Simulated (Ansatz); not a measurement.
`C=[CH][InH2]` + `C[SeH]` → `C[Se][InH2]` + `C=C` at 700 K and 1 bar (ligand exchange at the In–C bond).

Program: Ansatz. Geometries: PBE0-D4/def2-TZVP. ΔE: electronic, gas phase. CCSD(T)/CBS is the MP2 limit (def2-TZVPP, def2-QZVPP) plus CCSD(T) − MP2 in def2-TZVPP, frozen cores. This one scheme is used for every species. def2 core potentials past Kr. For In, Se outer-core shells are correlated without core-valence functions, which leaves a few kJ/mol of doubt a bond. Scalar relativity is left out up to krypton.

```json
{"species": "`C=[CH][InH2]`", "CCSD(T)/CBS energy (Eh)": "-268.86241", "H − E (kJ/mol)": "198.2", "S (J/(mol·K))": "398.1"}
{"species": "`C[SeH]`", "CCSD(T)/CBS energy (Eh)": "-2441.15625", "H − E (kJ/mol)": "157.6", "S (J/(mol·K))": "325.3"}
{"species": "`C[Se][InH2]`", "CCSD(T)/CBS energy (Eh)": "-2631.58862", "H − E (kJ/mol)": "195.1", "S (J/(mol·K))": "443.3"}
{"species": "`C=C`", "CCSD(T)/CBS energy (Eh)": "-78.48111", "H − E (kJ/mol)": "168.9", "S (J/(mol·K))": "268.4"}
```

H − E and S are ideal-gas, rigid-rotor, harmonic terms from PBE0-D4/def2-TZVP. 1 Eh = 2625.50 kJ/mol, R = 8.31446 J/(mol·K).

Problem. By hand: ΔE, ΔH, ΔS and ΔG.

Solution. ΔE = (-2631.58862) + (-78.48111) − (-268.86241) − (-2441.15625) = -0.05107 Eh = -134.1 kJ/mol. Δ(H − E) = 195.1 + 168.9 − 198.2 − 157.6 = 8.2, so ΔH = -125.9 kJ/mol. ΔS = 443.3 + 268.4 − 398.1 − 325.3 = -11.7 J/(mol·K). ΔG = -125.9 − 700 × (-11.7)/1000 = -117.7 kJ/mol.

Problem. By hand: the equilibrium constant, and the temperature at which ΔG would vanish if ΔH and ΔS stayed fixed.

Solution. log₁₀ K = −ΔG/(RT ln 10) = 8.8. ΔG = 0 at ΔH/ΔS = 10761 K, far beyond where these terms or the molecules hold.

The number of gas molecules stays the same, so ΔS is small and ΔH decides. A doubt of 5 kJ/mol in ΔE shifts log₁₀ K by 0.4 here. Modes under 60 cm⁻¹, often nearly free rotors, make the harmonic entropy too high. These are equilibria of isolated gas molecules and say nothing of rates. Largest T1 diagnostic: 0.013 (customary marks: 0.02 for closed shells, 0.045 for open ones).
